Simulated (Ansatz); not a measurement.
Molecule: TaO2F, net charge 1, doublet state. SMILES of the parent species: [O]=[Ta](=[O])[F]

Atoms: Ta1, O2, O3, F4. Bonds: Ta1-O2, Ta1-O3, Ta1-F4.

Bond lengths (Å) and angles (degrees) optimised at PBE/6-31G* with LANL2DZ past Ar with Ansatz (a quantum-chemistry and plane-wave program); B3LYP/LANL2DZ with Ansatz; B3LYP/6-31G* with LANL2DZ past Ar with Ansatz; MP2/6-31G* with LANL2DZ past Ar with Ansatz, each started from the B3LYP-D3(BJ)/def2-TZVP structure (Ansatz) of the last column. A row stands for all coordinates that are equal there. 6-31G* holds six Cartesian d functions. No wavenumbers were computed at PBE/6-31G* with LANL2DZ past Ar, B3LYP/LANL2DZ, MP2/6-31G* with LANL2DZ past Ar, so these may be saddle points.

| coordinate | PBE/6-31G* with LANL2DZ past Ar | B3LYP/LANL2DZ | B3LYP/6-31G* with LANL2DZ past Ar | MP2/6-31G* with LANL2DZ past Ar | B3LYP-D3(BJ)/def2-TZVP |
|---|---|---|---|---|---|
| Ta1-O2 | 1.766 | 1.778 | 1.760 | 1.728 | 1.764 |
| Ta1-F4 | 1.822 | 1.850 | 1.817 | 1.836 | 1.836 |
| O2-Ta1-O3 | 94.2 | 94.6 | 94.4 | 90.4 | 94.0 |
| O2-Ta1-F4 | 105.1 | 105.2 | 106.1 | 107.8 | 106.8 |

Mean signed difference of all 3 bond lengths from B3LYP-D3(BJ)/def2-TZVP: PBE/6-31G* with LANL2DZ past Ar -0.003 Å, B3LYP/LANL2DZ 0.014 Å, B3LYP/6-31G* with LANL2DZ past Ar -0.009 Å, MP2/6-31G* with LANL2DZ past Ar -0.025 Å.
